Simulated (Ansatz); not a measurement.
BCl2HS (`SB(Cl)Cl`), relaxed with RKS PBE-D4/def2-SVP in Ansatz 0.2.0 from a rough embedded geometry. The force threshold is 0.03 eV/Å; the program also tests the step.

Total charge 0; spin multiplicity 1.

Start:

```xyz
5

S    -0.515    1.370    0.161
B     0.357   -0.169   -0.275
Cl   -0.271   -1.175   -1.644
Cl    1.789   -0.767    0.642
H    -1.361    0.741    1.117
```

| step | energy (eV) | largest force (eV/Å) | largest move (Å) |
| --- | --- | --- | --- |
| 1 | -36548.1728 | 0.998 | 0.000 |
| 2 (rejected) | -36548.1078 | 1.345 | 0.195 |
| 3 | -36548.2370 | 1.048 | 0.077 |
| 4 | -36548.2626 | 0.967 | 0.069 |
| 5 | -36548.3035 | 0.893 | 0.088 |
| 6 | -36548.3798 | 0.912 | 0.119 |
| 7 | -36548.4649 | 0.919 | 0.122 |
| 8 | -36548.5780 | 1.333 | 0.195 |
| 9 | -36548.7430 | 0.563 | 0.200 |
| 10 | -36548.8282 | 0.273 | 0.200 |
| 11 | -36548.8327 | 0.068 | 0.027 |
| 12 | -36548.8330 | 0.012 | 0.006 |

End:

```xyz
5

S    -1.057    0.956    0.086
B     0.168   -0.301   -0.322
Cl    0.091   -1.016   -1.930
Cl    1.410   -0.825    0.814
H    -0.612    1.186    1.353
```

Hardware: 4 threads of an Arm Neoverse V1 on a shared host. Wall time 8 s, peak host memory 0.15 GiB.
